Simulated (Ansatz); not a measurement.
C2H6N (SMILES [CH2]CN), doublet, at a GFN2-xTB geometry; HF/def2-SVP (Ansatz, a program for electronic structure).

Input for Ansatz:
Ansatz 0.2 input:
```yaml
crystal:
  periodic: [false, false, false]
  atoms:
    - {symbol: C, position_ang: [1.18853712, -0.42423795, -0.00475233]}
    - {symbol: C, position_ang: [0.11863727, 0.59050040, -0.00356732]}
    - {symbol: N, position_ang: [-1.21229979, -0.05001142, 0.00719856]}
    - {symbol: H, position_ang: [1.48344962, -0.89295660, 0.91586697]}
    - {symbol: H, position_ang: [1.45611355, -0.91757714, -0.92112399]}
    - {symbol: H, position_ang: [0.15672993, 1.21860401, -0.89696538]}
    - {symbol: H, position_ang: [0.16753083, 1.22769330, 0.88264099]}
    - {symbol: H, position_ang: [-1.30480657, -0.63928977, 0.82914715]}
    - {symbol: H, position_ang: [-1.31596525, -0.64396854, -0.81003784]}
basis:
  gaussian:
    orbitals: def2-SVP
    point_charges:
      - {charge: 1.0, position_ang: [-4.2766, 1.4779, 1.5368]}
hamiltonian:
  xc: hf
magnetization: {spin_polarized: true, initial_magnetization: 1}
```

Problem. Write the output that Ansatz gives for this input, abridged.

Solution. 
```
Functional definition: HF
749 factors; integrals over basis functions are off by at most 1.5e-3 eV
mean field evaluation 1: about -3631.2859 eV, gradient 2.0e1 eV
mean field evaluation 2: about -3631.2890 eV, gradient 2.0e1 eV
mean field evaluation 4: about -3633.6111 eV, gradient 2.7e0 eV
mean field evaluation 8: about -3633.6808 eV, gradient 1.6e-1 eV
mean field -3633.68133245 eV, -133.5353259698 hartree, gradient 1.1e-5 eV, S^2 0.762206; 0 other end points of the search recorded, 0 dependent functions left out
reference -3633.68133245 eV, -133.5353259698 hartree; 13, 12 occupied and 59, 60 virtual orbitals, 749 factors
Total energy: -3633.68133245 eV, -133.5353259698 hartree
```
